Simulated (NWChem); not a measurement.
System: Si2H3I, singlet; SMILES [Si](I)[SiH3]

Low-valent species are run as closed-shell singlets; no triplet was tried in these runs. def2 effective core potentials on I; no spin-orbit coupling.

Give the equilibrium geometry at PBE0/def2-SVP with def2 effective core potentials on I (NWChem) as a Z-matrix, with the point group.

point group Cs; any orientation.
```
Si
H 1 1.4982
H 1 1.4985 2 108.94
H 1 1.4989 2 108.46 3 117.83
Si 1 2.4205 2 109.90 4 121.97
I 5 2.4831 1 94.03 2 59.46
```
